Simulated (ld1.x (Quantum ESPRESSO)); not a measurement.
Cutoff test, Sb, TM

Sb (Z = 51), norm-conserving Troullier–Martins (Kleinman–Bylander form), made with ld1.x (Quantum ESPRESSO) 7.5 (LDA (PZ), scalar-relativistic). Core [Kr] 4d10, reference 5s2 5p3. Waves: 5p (bound): rc 1.65 bohr; 5s (bound): rc 2.05 bohr. Local part: the s channel. Core correction: a·sin(br)/r model core inside 1.15 bohr.

The pseudo-atom Hamiltonian at the reference potential is diagonalised in spherical Bessel functions j_l(qr) that vanish at 20 bohr, with q² up to the cutoff. All-electron valence levels (Ry): 5p -0.3674, 5s -0.9620.

Problem. How do the lowest levels (Ry) of each channel move with the cutoff, and are there ghosts?

Solution.

```tsv
cutoff (Ry)	p #1	p #2	p #3	s #1	d #1	f #1	f #2	Σ f·Δε (mRy)
8	-0.4408	0.0229	0.1166	-0.9324	0.0451	0.1109	0.2330	279.5
12	-0.5085	0.0196	0.1114	-0.9523	0.0450	0.1109	0.2330	442.8
18	-0.8693	0.0039	0.0922	-0.9543	0.0445	0.1109	0.2330	1129.5
25	-6.7820	-0.2497	0.0338	-0.9592	0.0444	0.1109	0.2330	358.6
35	-15.6204	-0.3536	0.0271	-0.9617	0.0444	0.1109	0.2330	42.2
40	-17.0406	-0.3614	0.0266	-0.9617	0.0444	0.1109	0.2330	18.5
50	-18.2450	-0.3665	0.0263	-0.9619	0.0444	0.1109	0.2330	2.8
60	-18.3344	-0.3667	0.0263	-0.9620	0.0444	0.1109	0.2330	2.1
80	-18.3635	-0.3668	0.0263	-0.9620	0.0443	0.1109	0.2330	1.9
100	-18.4653	-0.3671	0.0263	-0.9620	0.0443	0.1109	0.2330	0.7
120	-18.4897	-0.3672	0.0263	-0.9620	0.0443	0.1109	0.2330	0.5
400	-18.5455	-0.3674	0.0263	-0.9620	0.0443	0.1109	0.2330	0.0
```

Result: ghost state, extra bound levels that the all-electron valence spectrum of the same l lacks: p at -252.3 eV (a true bound ghost makes a file unfit for plane-wave use); 10 mRy is reached at 45 Ry and 1 mRy at 100 Ry.
